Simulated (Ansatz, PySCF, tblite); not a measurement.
Bond stretch in BF, singlet.

Levels of theory: RKS-PBE = restricted PBE/cc-pVTZ (Ansatz, an electronic-structure program); GFN2-xTB, 300 K electronic temperature (tblite); RKS-BP86/6-31G* = restricted BP86/6-31G*, spherical d in PySCF.

Energies are in eV, each relative to the lowest point of its own curve near equilibrium.

```
R / Å  RKS-PBE  GFN2-xTB  RKS-BP86/6-31G*
-----  -------  --------  ---------------
0.94     6.400     7.636            6.856
1.00     3.632     3.976            3.948
1.07     1.665     1.595            1.863
1.14     0.599       [?]            0.712
1.20     0.156     0.062            0.215
1.22       [?]       [?]            0.122
1.26     0.001     0.000            0.018
1.29     0.000       [?]            0.000
1.34     0.081     0.215            0.057
1.40     0.275     0.503              [?]
1.48     0.633     0.968            0.573
1.55     0.997     1.410            0.933
1.69     1.767       [?]            1.717
1.88     2.781     3.428            2.765
2.09     3.776     4.507            3.800
2.27     4.506     5.278            4.563
2.50     5.280     6.053            5.373
2.75     5.942         —            6.070
3.06     6.548         —            6.719
3.41     7.019         —            7.227
3.80     7.363         —            7.589
4.44     7.685         —            7.885
5.03     7.836         —            7.995
```

**Question.** Complete the blanks.

**Answer.** 
- 1.14, GFN2-xTB: 0.452
- 1.22, RKS-PBE: 0.078
- 1.22, GFN2-xTB: 0.012
- 1.29, GFN2-xTB: 0.050
- 1.40, RKS-BP86/6-31G*: 0.230
- 1.69, GFN2-xTB: 2.303

A dash means that the run gave no value there, or that the column was ended at a point which the program doubted or which failed a test of continuity chosen for this set; such a test can also cut sound points.

The restricted form behind RKS-PBE, RKS-BP86/6-31G* keeps the bonding electrons paired and can't separate into open-shell fragments.
